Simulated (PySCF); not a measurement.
C3H9NOSi, SMILES CN1C[SiH](O)C1.

The structure is a stationary point at r2SCAN-D4/def2-SVP. The structure was generated by enumeration, and PubChem lists no compound with its InChIKey, so it may never have been made. One conformer was computed; it need not be the lowest.

The numbers are results of HF/def2-TZVP (PySCF), not measurements.

Symmetry labels are those of the subgroup Cs that the program uses (full group Cs).

Computed valence orbital energies around the gap with their symmetry:
| orbital | symmetry | energy (eV) |
|---|---|---|
| HOMO−7 | A' | -15.19 |
| HOMO−6 | A" | -14.92 |
| HOMO−5 | A" | -14.33 |
| HOMO−4 | A' | -14.31 |
| HOMO−3 | A" | -13.38 |
| HOMO−2 | A' | -11.51 |
| HOMO−1 | A" | -11.11 |
| HOMO | A' | -9.74 |
| LUMO | A' | 3.61 |
| LUMO+1 | A" | 3.76 |
| LUMO+2 | A' | 3.78 |
| LUMO+3 | A' | 4.79 |
